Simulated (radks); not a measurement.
Task: Species: the silver ion Ag2+. Configuration: [Kr] 4d9 (the NIST ground configuration). Calculated with a radial shooting solver on a logarithmic mesh with Libxc functionals: Dirac Kohn-Sham, PBE, spin-unpolarised, spherical densities, finite nucleus; open shells are shared between the two j in proportion to 2j + 1; Fermi nuclear charge, rms radius 4.5454 fm. Some entries of the table are withheld. Estimate them.

| orbital | occ. | eigenvalue (hartree) | r(max) (bohr) |
|---|---|---|---|
| 1s1/2 | 2 | -931.1209 | 0.02015 |
| 2s1/2 | 2 | -137.7735 | 0.1141 |
| 2p1/2 | 2 | -128.0920 | (1) |
| 2p3/2 | 4 | -121.6489 | (2) |
| 3s1/2 | 2 | -25.94180 | 0.3328 |
| 3p1/2 | 2 | -22.09026 | 0.3192 |
| 3p3/2 | 4 | -20.95313 | 0.3291 |
| 3d3/2 | 4 | (3) | 0.2722 |
| 3d5/2 | 6 | (4) | 0.2750 |
| 4s1/2 | 2 | -4.31914 | 0.8224 |
| 4p1/2 | 2 | (5) | 0.8593 |
| 4p3/2 | 4 | (6) | 0.8841 |
| 4d3/2 | 3.6 | -1.07522 | 1.019 |
| 4d5/2 | 5.4 | -1.05254 | 1.029 |

Result: 
(1) 2p1/2 r(max) (bohr): 0.08819
(2) 2p3/2 r(max) (bohr): 0.09244
(3) 3d3/2 eigenvalue (hartree): -14.13536
(4) 3d5/2 eigenvalue (hartree): -13.90637
(5) 4p1/2 eigenvalue (hartree): -3.10451
(6) 4p3/2 eigenvalue (hartree): -2.91590
